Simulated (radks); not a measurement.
Results of a calculation; reference values are marked as such.
Coulomb parameter of the 4f shell of the ytterbium ion Yb2+ in the model configuration [Xe] 4f13 6p1, as a second difference U = [E(n + 0.5) + E(n - 0.5) - 2 E(n)] / (0.5)^2 with all orbitals relaxed. "Bare": the charge of the atom changes with n. "Screened": the 6p shell takes up the change at fixed total charge, which measures U(4f,4f) + U(6p,6p) - 2 U(4f,6p). Code: a radial shooting solver on a logarithmic mesh with Libxc functionals. Model: Dirac Kohn-Sham, PBE, spin-unpolarised, spherical densities, finite nucleus; open shells are shared between the two j in proportion to 2j + 1; Fermi nuclear charge, rms radius 5.3108 fm.

\begin{tabular}{lrr}
case & configuration & E - E(n) (eV) \\ \hline
start & [Xe] 4f13 6p1 & 0.000 \\
bare +0.5 & [Xe] 4f13.5 6p1 & -11.791 \\
bare -0.5 & [Xe] 4f12.5 6p1 & 16.438 \\
screened +0.5 & [Xe] 4f13.5 6p0.5 & -6.463 \\
screened -0.5 & [Xe] 4f12.5 6p1.5 & 8.750 \\
\end{tabular}

U(bare) = 18.587 eV, U(screened by 6p) = 9.149 eV.
